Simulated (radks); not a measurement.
Results of a calculation; reference values are marked as such.
All-electron atom: Tb3+ in [Xe] 4f6 5d2 (not the ground configuration). Code: a radial shooting solver on a logarithmic mesh with Libxc functionals. Model: Dirac Kohn-Sham, PBE, spin-unpolarised, spherical densities, finite nucleus; open shells are shared between the two j in proportion to 2j + 1; Fermi nuclear charge, rms radius 5.06 fm.

Normalised radial functions P(r) = r R(r) (large component), r in bohr:

```
   r/bohr * 5p1/2 (the largest magnitude, 0.971, reaches the edge; | marks zero)
 0.001377                             *
 0.001836                             *
 0.002449                             *
 0.003266                             *
 0.004322                             |*
 0.005764                             |*
 0.007688                             |*
  0.01025                             | *
  0.01368                             |  *
  0.01824                             |   *
  0.02433                             |    *
  0.03245                             |     *
  0.04328                             |      *
  0.05772                             |     *
  0.07637                             |  *
   0.1019                          *  |
   0.1359                     *       |
   0.1812                    *        |
   0.2417                          *  |
   0.3223                             |       *
   0.4299                             |              *
   0.5734                             |       *
   0.7648                   *         |
     1.02    *                        |
    1.361  *                          |
      1.8          *                  |
    2.401                    *        |
    3.202                           * |
    4.271                             *
    5.697                             *
```

5p1/2: eigenvalue -63.131 eV, 3 radial nodes at r = 0.0881, 0.262, 0.655 bohr, <r> = 1.38 bohr, 90 % of the charge inside 2.00 bohr.
